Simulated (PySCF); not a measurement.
C3H6FNSi, SMILES F[SiH2]N1C=CC1.

Geometry optimised at PBE-D3(BJ)/def2-SVP. This is a generated structure with no PubChem entry under its InChIKey; it may be hypothetical. The values are those of a single conformer.

All values below come from PySCF with SMD-B3LYP/6-31G*.

Solvation free energies are E(SMD) − E(gas) at the gas-phase geometry, for 1 M in both phases. In vacuum the dipole moment is 1.66 D.

Computed solvation free energies in water, chloroform, cyclohexanone:
| solvent | ΔG(solv) (kcal/mol) | its non-electrostatic (CDS) part | dipole (D) |
|---|---|---|---|
| water | -0.2 | 3.9 | 1.94 |
| chloroform | -4.8 | -1.9 | 1.88 |
| cyclohexanone | -4.1 | -0.4 | 1.93 |
